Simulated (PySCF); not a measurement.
Structure from NMR data

The spectra below were simulated for a compound C5H12OSi2.

¹H NMR (400 MHz, computed): δ 6.36 (m, 1H), 6.36 (m, 1H), 6.15 (m, 1H), 5.07 (s, 3H), 2.01 (m, 1H), 1.32 (m, 2H), 1.25 (m, 1H), 1.24 (m, 2H).

¹³C{¹H} NMR (computed): δ 143.1 (CH), 142.7 (CH2), 19.5 (CH2, 2C), 14.7 (CH2).

- PBE0-D3(BJ)/def2-SVP geometry
- NMR shieldings at PBE0/pcSseg-1/GIAO
- program: PySCF
- no relativistic terms, one averaged value for each set of equivalent atoms, one computed conformer, in vacuum

Shifts are taken against calculated references (same method and geometry level): TMS for ¹H and ¹³C.

Task: Which candidate is it?
A. CC(C)[Si@H](O)C#C[SiH3]
B. C=C[Si]1(O[SiH3])CCC1
C. CCCO[SiH2]C#C[SiH3]

Result: B. 

1. The formula gives 2 degrees of unsaturation (1 ring in the answer).
2. 4 carbon signals for 5 carbons: some carbons are equivalent by symmetry or fast rotation.
3. Carbon types of the structure: 1 × CH, 4 × CH2, leaving 3 H on heteroatoms.
4. δC 143.1: alkene CH; the olefinic region.
5. δC 142.7: terminal =CH2 carbon; an sp2 carbon of a C=C bond.
6. δC 14.7: sp3 CH2 in a ring; aliphatic region, no heteroatom directly attached.
7. δH 6.36, 6.15: hydrogen on a terminal =CH2 carbon; olefinic region.
8. δH 6.36: hydrogen on an alkene CH; olefinic region.

The others: CCCO[SiH2]C#C[SiH3] would give 5 carbon signals, not 4; CC(C)[Si@H](O)C#C[SiH3] would give 5 carbon signals, not 4.

Shifts are as computed. Against solution values, carbons near 30 ppm lie about +2 ppm off and those near 130 ppm about +5 ppm. Of 1309 compounds with measured shifts, 239 miss one by over three times the rms of a fit or turn the order of signals round; such compounds aren't used in these exercises. No couplings were computed; multiplicities are counted from neighbouring protons, with m where these are inequivalent, close in shift, in a saturated or five-membered ring or joined by F or P, and br s for small geminal =CH2 splittings.
